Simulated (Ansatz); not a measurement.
Ansatz (a first-principles code) input (wB97X-V/def2-TZVP):

Ansatz 0.2 input:
```yaml
crystal:
  periodic: [false, false, false]
  atoms:
    - {symbol: Ge, position_ang: [-0.00000000, -0.00000000, -1.11111405]}
    - {symbol: Se, position_ang: [0.00000000, 0.00000000, 1.04575440]}
basis:
  gaussian:
    orbitals: def2-TZVP
hamiltonian:
  xc: {name: wB97X-V}
relax: {f_tol: 0.003, max_steps: 100}
```

End of the output:

```
relax step   2: F+E_penalty+E_count = -121857.28131626 eV  Δ(F+E_penalty+E_count) = -1.530e-2 eV  max|allowed force component| = 3.271e-1 eV/Å  Δτ_max = 0.0242 Å  (37 SCF iters, accepted)
these checks for a lower state are left out or cut short: starts, cluster_reference, orbital_swaps, neighbouring_geometries, increment
integrals: 0.04 GiB planned
798 factors; their error is unknown
integrals: 0.08 GiB planned
147 factors; integrals over basis functions are off by at most 2.7e-5 eV
mean field: 0.44 GiB planned
mean field -121857.28322517 eV, -4478.1725606916 hartree, gradient 1.2e-5 eV, S^2 0.000000; 0 other end points of the search recorded, 0 dependent functions left out
the calculation of the forces begins
reference -121857.28322399 eV, -4478.1725606486 hartree; 33, 33 occupied and 63, 63 virtual orbitals, 798 factors
relax step   3: F+E_penalty+E_count = -121857.28322517 eV  Δ(F+E_penalty+E_count) = -1.909e-3 eV  max|allowed force component| = 1.789e-2 eV/Å  Δτ_max = 0.0062 Å  (37 SCF iters, accepted)
these checks for a lower state are left out or cut short: starts, cluster_reference, orbital_swaps, neighbouring_geometries, increment
integrals: 0.04 GiB planned
798 factors; their error is unknown
integrals: 0.08 GiB planned
147 factors; integrals over basis functions are off by at most 2.7e-5 eV
mean field: 0.44 GiB planned
mean field evaluation 32: about -121856.8349 eV, gradient 2.7e-1 eV
mean field -121857.28321936 eV, -4478.1725604782 hartree, gradient 1.2e-5 eV, S^2 0.000000; 0 other end points of the search recorded, 0 dependent functions left out
the calculation of the forces begins
reference -121857.28321819 eV, -4478.1725604352 hartree; 33, 33 occupied and 63, 63 virtual orbitals, 798 factors
relax step   4: F+E_penalty+E_count = -121857.28321936 eV  Δ(F+E_penalty+E_count) = +5.806e-6 eV  max|allowed force component| = 2.523e-2 eV/Å  Δτ_max = 0.0008 Å  (37 SCF iters, rejected (line search))
these checks for a lower state are left out or cut short: starts, cluster_reference, orbital_swaps, neighbouring_geometries, increment
integrals: 0.04 GiB planned
798 factors; their error is unknown
integrals: 0.08 GiB planned
147 factors; integrals over basis functions are off by at most 2.7e-5 eV
mean field: 0.44 GiB planned
mean field -121857.28323109 eV, -4478.1725609093 hartree, gradient 1.2e-5 eV, S^2 0.000000; 0 other end points of the search recorded, 0 dependent functions left out
the calculation of the forces begins
reference -121857.28322992 eV, -4478.1725608663 hartree; 33, 33 occupied and 63, 63 virtual orbitals, 798 factors
relax step   5: F+E_penalty+E_count = -121857.28323109 eV  Δ(F+E_penalty+E_count) = -5.923e-6 eV  max|allowed force component| = 4.250e-5 eV/Å  Δτ_max = 0.0003 Å  (37 SCF iters, accepted)
integrals: 0.04 GiB planned
798 factors; their error is unknown
integrals: 0.08 GiB planned
147 factors; integrals over basis functions are off by at most 2.7e-5 eV
mean field: 0.44 GiB planned
mean field evaluation 64: about -121857.2832 eV, gradient 3.1e-2 eV
mean field -121857.28323109 eV, -4478.1725609093 hartree, gradient 1.2e-5 eV, S^2 0.000000; 1 other end points of the search recorded, 0 dependent functions left out
the calculation of the forces begins
reference -121857.28322992 eV, -4478.1725608663 hartree; 33, 33 occupied and 63, 63 virtual orbitals, 798 factors
Total energy: -121857.28322992 eV, -4478.1725608663 hartree
Atom 0 at     0.000000    -0.000000    -1.092842 Å, force     0.000000     0.000000     0.000043 eV/Å
Atom 1 at    -0.000000     0.000000     1.027482 Å, force    -0.000000    -0.000000    -0.000043 eV/Å
Dipole moment:     0.000000    -0.000000    -0.425787 e Å
```
